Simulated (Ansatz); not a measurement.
`C[SiH2][SiH](F)F` → `F[SiH]F`• + `C[SiH2]`•  (homolysis of the Si–Si bond)

Isolated molecules relaxed with PBE0-D4/def2-TZVP in Ansatz; ΔE leaves out vibrations. CCSD(T)/CBS is the MP2 limit (def2-TZVPP, def2-QZVPP) plus CCSD(T) − MP2 in def2-TZVPP, frozen cores. This one scheme is used for every species. Functionals use def2-TZVPP. B3LYP here is the variant with VWN-RPA as its local correlation; programs differ in this. HSE06 is defined as in plane-wave codes. No spin–orbit coupling; open shells (•) take unrestricted orbitals. One conformer a species, not always the lowest.

| level | ΔE (kcal/mol) | difference from CCSD(T)/CBS |
| --- | --- | --- |
| PBE-D4 | 77.8 | -5.2 |
| BLYP-D4 | 75.9 | -7.1 |
| B97M-V | 81.6 | -1.4 |
| HSE06-D4 | 79.0 | -4.0 |
| B2PLYP | 77.5 | -5.5 |
| PBE-QIDH | 79.9 | -3.1 |
| revPBE | 71.7 | -11.3 |
| BLYP | 72.0 | -11.0 |
| PBE0 | 77.2 | -5.8 |
| B3LYP | 75.1 | -7.9 |
| CAM-B3LYP | 77.2 | -5.8 |
| LC-ωPBE | 77.5 | -5.5 |
| RPA@PBE/def2-TZVPP | 76.7 | -6.3 |
| CCSD(T)/def2-SVP | 77.6 | -5.4 |
| CCSD/def2-TZVPP | 79.0 | -4.0 |
| CCSD(T)/def2-TZVPP | 80.3 | -2.7 |
| CCSD(T)/CBS | 83.0 | 0 |

Largest T1 diagnostic among the species: 0.014.

In def2-TZVPP, CCSD(T) changes the Hartree–Fock value by +20.3 kcal/mol (the triples alone add +1.3 kcal/mol) and MP2 by +19.6 kcal/mol; breaking electron pairs costs correlation energy, which Hartree–Fock lacks. From PBE to PBE0 (25 % exact exchange), in def2-TZVPP and without D4, ΔE moves by +1.4 kcal/mol.
